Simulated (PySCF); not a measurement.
All of these have the formula C2H10OSi4. Theory: PySCF, TDDFT wB97X-D/def2-SVPD, vertical, gas phase, core orbitals frozen in the response. Geometries: GFN2-xTB; one conformer of each isolated species. Triplets are in the Tamm–Dancoff approximation.

A. `[SiH2]1[SiH]([SiH2][SiH2]1)CC=O`
B. `C#C[Si]([SiH3])([SiH3])O[SiH3]`
C. `C#C[Si@@H](O)[SiH]([SiH3])[SiH3]`

Lowest singlet levels (six at most, fewer where fewer were computed) with oscillator strengths:

1. 5.71 eV (f 0.039); 6.18 eV (f 0.021); 6.41 eV (f 0.063); 6.49 eV (f 0.047); 6.55 eV (f 0.022); 6.78 eV (f 0.045); T1 5.02 eV
2. 4.28 eV (f 0.002); 4.81 eV (f 0.002); 5.41 eV (f 0.004); 5.46 eV (f 0.004); 5.81 eV (f 0.008); 6.12 eV (f 0.018); T1 3.80 eV
3. 5.38 eV (f 0.025); 6.06 eV (f 0.121); 6.13 eV (f 0.007); 6.30 eV (f 0.005); 6.49 eV (f 0.007); 6.87 eV (f 0.011); T1 4.90 eV

Question: Match each spectrum to its molecule.

Answer: 1 = C, 2 = A, 3 = B.
- A: S1 at 4.28 eV, HOMO-1→LUMO (18%), HOMO-1→LUMO+1 (17%), HOMO→LUMO (15%); Löwdin shares by element: HOMO silicon 70% (atoms not listed hold the other 30%); LUMO silicon 44% or more, carbon 17% or more (atoms not listed hold the other 40%); HOMO -9.15 and LUMO 0.18 eV.
- B: S1 at 5.38 eV, HOMO→LUMO (81%); Löwdin shares by element: HOMO silicon 47% or more, oxygen 14% (atoms not listed hold the other 39%); LUMO silicon 51% or more, carbon 12% or more (atoms not listed hold the other 37%); HOMO -9.31 and LUMO 0.59 eV; point group Cs.
- C: S1 at 5.71 eV, HOMO→LUMO (61%), HOMO-2→LUMO (10%); Löwdin shares by element: HOMO silicon 37% or more, carbon 33% (atoms not listed hold the other 30%); LUMO silicon 39% or more, carbon 25% (atoms not listed hold the other 36%); HOMO -9.65 and LUMO 0.63 eV.
